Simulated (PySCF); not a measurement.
# Stationary points of WO3

Computed with PBE0/[W def2-TZVP with ECP60, O def2-TZVP], scalar-relativistic core potentials, density fitting, no spin–orbit coupling, PySCF.

Relaxations began from a few typed shapes. The search is not exhaustive: other isomers or separated fragments can lie lower, and high-lying points may rest on an excited occupation.

```json
{"spin": "singlet", "group": "C3v", "bonds": "W–O 1.716 Å (×3)", "angles": "O–W–O 107.5° (×3)", "imaginary modes (cm⁻¹)": "none", "ΔE (kJ/mol)": "0.0", "ΔE with ZPE (kJ/mol)": "0.0"}
{"spin": "singlet", "group": "D3h", "bonds": "W–O 1.729 Å (×3)", "angles": "O–W–O 120.0° (×3)", "imaginary modes (cm⁻¹)": "241i", "ΔE (kJ/mol)": "72.1", "ΔE with ZPE (kJ/mol)": "–"}
```

The lowest minimum found is the singlet C3v: W–O 1.716 Å (×3); O–W–O 107.5° (×3).

Formally W is in oxidation state +6, d0. A d0 centre has no lone pair, yet it is C3v rather than trigonal planar: covalent bonding through the d orbitals favours lower symmetry. The polar-tensor charge on W, 2.00, is far below the formal one.

For the lowest minimum: with an element this heavy the missing spin–orbit coupling can shift these numbers.
